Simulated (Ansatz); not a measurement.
Stepwise reaction of `NB(F)F` with water, as a gas-phase model of exchange steps in deposition or etching. ΔE in kJ/mol; ΔG adds harmonic PBE0-D4 terms to CCSD(T)/CBS, at 1 bar.

Calculated with Ansatz (gas phase, PBE0-D4/def2-TZVP geometries, no zero-point term in ΔE). CBS: MP2 limit from def2 TZ/QZ plus the TZ coupled-cluster correction, frozen cores. This one scheme is used for every species. Functionals use def2-TZVPP. B3LYP here is the variant with VWN-RPA as its local correlation; programs differ in this. One conformer a species, not always the lowest.

```
step                         reaction  PBE-D4  B3LYP-D4  ωB97M-V  CCSD(T)/CBS  ΔG(400 K)
   2  `NB(O)F` + H₂O → `NB(O)O` + H–F    21.5      23.6     22.8         20.4       23.5
```

Question: Give the row of step 1, `NB(F)F` + H₂O → `NB(O)F` + H–F. (Best estimate.)

Answer: The calculation gave: 
```csv
step,reaction,PBE-D4,B3LYP-D4,ωB97M-V,CCSD(T)/CBS,ΔG(400 K)
1,`NB(F)F` + H₂O → `NB(O)F` + H–F,28.6,30.9,30.3,27.8,28.6
```

Question: By hand: ΔE of the 2 steps together at CCSD(T)/CBS.

Answer: (27.8) + (20.4) = 48.2 kJ/mol, or 24.1 kJ/mol a step.

In ΔE each step is lower than the one before. All are uphill at CCSD(T)/CBS. ΔG lies between 23.5 and 28.6 kJ/mol a step. PBE-D4 differs from CCSD(T)/CBS by 0.8 to 1.1 kJ/mol a step. Isolated molecules leave out the surface, adducts and barriers. Largest T1 diagnostic: 0.011.
